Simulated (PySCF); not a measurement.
Q: What does the PBE0-D3(BJ)/def2-SVP structure of `S=[C]([GeH2][GeH3])C` look like in three dimensions?

A: 
Z-matrix in Å and degrees, rows numbered from 1:
```
C 
C   1  1.4924
S   2  1.6252  1  123.68
Ge  2  1.9759  1  118.10  3   176.91
Ge  4  2.4226  2  105.60  1   -96.94
H   1  1.1040  2  110.43  3  -125.93
H   1  1.1043  2  109.71  3   117.75
H   1  1.0992  2  111.61  3    -3.62
H   4  1.5350  2  108.85  1   142.87
H   4  1.5464  2  110.52  1    22.29
H   5  1.5397  4  111.52  2   174.70
H   5  1.5407  4  109.14  2    54.71
H   5  1.5377  4  109.49  2   -64.26
```

Ge4 (germanium bonded to C, Ge and 2 H) is distorted tetrahedral (angles from 105.6° to 111.8°). Ge5 (germanium bonded to Ge and 3 H) is tetrahedral (angles from 108.6° to 111.5°).

Computed, not measured: PySCF, PBE0-D3(BJ)/def2-SVP geometry optimisation, gas phase.

Point group: C1 (no symmetry element, even within 0.4 Å). PBE0-D3(BJ)/def2-SVP frequencies: not computed here. The numbers are those of one conformer (C1–C2–Ge4–Ge5 -97°).

The run took 1.8 min on an Arm Neoverse V1 with one thread, no GPU (shared host), and the process peaked at 0.72 GiB of memory. These figures are those of the optimisation.
